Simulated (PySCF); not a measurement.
# A thermochemical cycle for KTe

CCSD(T) in PySCF with x2c-SVPall on every atom, spin-free X2C, for the lowest determinant that a PBE0 search found; no spin–orbit coupling. KTe, a doublet (π ↑), has De = 1.83 eV to neutral atoms, and KTe⁺, a triplet (π ↑↑), has De = 0.50 eV to K⁺ + Te.

At the same level the K atom ionises at 4.13 eV.

**Question.** What is the adiabatic ionisation energy of the molecule, and does ionisation strengthen or weaken the bond?

**Answer.** IE = IE(K) + De(neutral) − De(ion) = 4.13 + 1.83 − 0.50 = 5.46 eV. De changes by -1.33 eV, so ionisation weakens the bond.

Correlated steps freeze 23 core orbitals. Weak bonds: KTe⁺. Basis-set superposition, not corrected here, can be much of De in a small basis, most of all at correlated wavefunction levels. Spin–orbit coupling is left out, which matters for elements this heavy, above all for dissociation energies. For an ion De counts to the pair picked by the measured ionisation energies or electron affinities, which need not be the lowest pair at this level. States were picked by a PBE0 search and need not be the measured ground states.
